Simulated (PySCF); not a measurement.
C4H7BF2. Atoms are numbered in the order given.

```xyz
14

C      2.6185    -0.8485     0.6581
B      1.3297    -0.1107     0.1319
F      1.5199     1.0224    -0.5767
C     -0.1158    -0.6181     0.3856
C     -1.2710    -0.0425    -0.0319
C     -2.6713    -0.5063     0.1968
F     -1.2460     1.0962    -0.7509
H      3.2194    -0.1591     1.2905
H      2.4136    -1.7675     1.2397
H      3.2778    -1.1147    -0.1969
H     -0.2560    -1.5449     0.9656
H     -2.6986    -1.4402     0.7857
H     -3.2504     0.2779     0.7283
H     -3.1811    -0.6726    -0.7756
```

Coordinates come from a PBE-D3(BJ)/def2-SVP optimisation. The structure was generated by enumeration; whether it is a known compound was not checked. Other conformers were not sampled.

The numbers are results of PBE-D3(BJ)/def2-SVP (PySCF), not measurements.

Frequencies are harmonic and unscaled.

Give all harmonic wavenumbers and intensities. (An estimate is asked for; the answer gives what the named calculation found.)


```json
[
 {"mode": "1", "ν (cm⁻¹)": "13", "IR (km/mol)": "1.5", "moving atoms (share of kinetic energy)": "H 93 %"},
 {"mode": "2", "ν (cm⁻¹)": "56", "IR (km/mol)": "0.0", "moving atoms (share of kinetic energy)": "F 55 %, C 24 %, H 20 %"},
 {"mode": "3", "ν (cm⁻¹)": "124", "IR (km/mol)": "1.1", "moving atoms (share of kinetic energy)": "C 56 %, H 28 %, F 14 %"},
 {"mode": "4", "ν (cm⁻¹)": "135", "IR (km/mol)": "0.4", "moving atoms (share of kinetic energy)": "F 59 %, C 27 %, H 12 %"},
 {"mode": "5", "ν (cm⁻¹)": "182", "IR (km/mol)": "0.5", "moving atoms (share of kinetic energy)": "H 86 %, C 11 %"},
 {"mode": "6", "ν (cm⁻¹)": "286", "IR (km/mol)": "0.3", "moving atoms (share of kinetic energy)": "F 34 %, C 34 %, H 26 %"},
 {"mode": "7", "ν (cm⁻¹)": "329", "IR (km/mol)": "4.4", "moving atoms (share of kinetic energy)": "F 48 %, C 32 %, H 15 %"},
 {"mode": "8", "ν (cm⁻¹)": "416", "IR (km/mol)": "8.1", "moving atoms (share of kinetic energy)": "F 35 %, C 32 %, H 26 %"},
 {"mode": "9", "ν (cm⁻¹)": "453", "IR (km/mol)": "1.4", "moving atoms (share of kinetic energy)": "H 41 %, B 38 %, C 16 %"},
 {"mode": "10", "ν (cm⁻¹)": "560", "IR (km/mol)": "1.4", "moving atoms (share of kinetic energy)": "C 59 %, H 21 %, F 15 %"},
 {"mode": "11", "ν (cm⁻¹)": "563", "IR (km/mol)": "0.3", "moving atoms (share of kinetic energy)": "C 58 %, H 33 %"},
 {"mode": "12", "ν (cm⁻¹)": "787", "IR (km/mol)": "1.9", "moving atoms (share of kinetic energy)": "C 61 %, H 21 %, F 18 %"},
 {"mode": "13", "ν (cm⁻¹)": "801", "IR (km/mol)": "1.3", "moving atoms (share of kinetic energy)": "H 74 %, B 13 %, C 11 %"},
 {"mode": "14", "ν (cm⁻¹)": "828", "IR (km/mol)": "0.7", "moving atoms (share of kinetic energy)": "H 53 %, C 28 %, F 18 %"},
 {"mode": "15", "ν (cm⁻¹)": "869", "IR (km/mol)": "38.8", "moving atoms (share of kinetic energy)": "H 52 %, B 25 %, C 23 %"},
 {"mode": "16", "ν (cm⁻¹)": "892", "IR (km/mol)": "48.2", "moving atoms (share of kinetic energy)": "C 47 %, F 31 %, H 19 %"},
 {"mode": "17", "ν (cm⁻¹)": "973", "IR (km/mol)": "17.9", "moving atoms (share of kinetic energy)": "H 64 %, C 31 %"},
 {"mode": "18", "ν (cm⁻¹)": "1010", "IR (km/mol)": "6.8", "moving atoms (share of kinetic energy)": "H 58 %, C 42 %"},
 {"mode": "19", "ν (cm⁻¹)": "1070", "IR (km/mol)": "35.5", "moving atoms (share of kinetic energy)": "H 60 %, B 24 %, C 9 %"},
 {"mode": "20", "ν (cm⁻¹)": "1179", "IR (km/mol)": "88.1", "moving atoms (share of kinetic energy)": "C 40 %, H 32 %, B 24 %"},
 {"mode": "21", "ν (cm⁻¹)": "1251", "IR (km/mol)": "119.9", "moving atoms (share of kinetic energy)": "H 54 %, C 21 %, B 19 %"},
 {"mode": "22", "ν (cm⁻¹)": "1313", "IR (km/mol)": "46.4", "moving atoms (share of kinetic energy)": "H 46 %, C 34 %, B 17 %"},
 {"mode": "23", "ν (cm⁻¹)": "1322", "IR (km/mol)": "108.5", "moving atoms (share of kinetic energy)": "H 39 %, B 34 %, C 18 %, F 9 %"},
 {"mode": "24", "ν (cm⁻¹)": "1357", "IR (km/mol)": "184.9", "moving atoms (share of kinetic energy)": "H 44 %, C 41 %, B 10 %"},
 {"mode": "25", "ν (cm⁻¹)": "1384", "IR (km/mol)": "2.2", "moving atoms (share of kinetic energy)": "H 96 %"},
 {"mode": "26", "ν (cm⁻¹)": "1386", "IR (km/mol)": "12.7", "moving atoms (share of kinetic energy)": "H 89 %"},
 {"mode": "27", "ν (cm⁻¹)": "1388", "IR (km/mol)": "9.4", "moving atoms (share of kinetic energy)": "H 96 %"},
 {"mode": "28", "ν (cm⁻¹)": "1401", "IR (km/mol)": "53.4", "moving atoms (share of kinetic energy)": "H 82 %, C 11 %"},
 {"mode": "29", "ν (cm⁻¹)": "1666", "IR (km/mol)": "459.3", "moving atoms (share of kinetic energy)": "C 95 %"},
 {"mode": "30", "ν (cm⁻¹)": "2966", "IR (km/mol)": "0.2", "moving atoms (share of kinetic energy)": "H 97 %"},
 {"mode": "31", "ν (cm⁻¹)": "2974", "IR (km/mol)": "5.6", "moving atoms (share of kinetic energy)": "H 97 %"},
 {"mode": "32", "ν (cm⁻¹)": "3039", "IR (km/mol)": "4.1", "moving atoms (share of kinetic energy)": "H 91 %, C 9 %"},
 {"mode": "33", "ν (cm⁻¹)": "3047", "IR (km/mol)": "2.6", "moving atoms (share of kinetic energy)": "H 91 %, C 9 %"},
 {"mode": "34", "ν (cm⁻¹)": "3082", "IR (km/mol)": "11.7", "moving atoms (share of kinetic energy)": "H 91 %, C 9 %"},
 {"mode": "35", "ν (cm⁻¹)": "3106", "IR (km/mol)": "0.3", "moving atoms (share of kinetic energy)": "H 91 %, C 9 %"},
 {"mode": "36", "ν (cm⁻¹)": "3112", "IR (km/mol)": "6.2", "moving atoms (share of kinetic energy)": "H 91 %, C 9 %"}
]
```
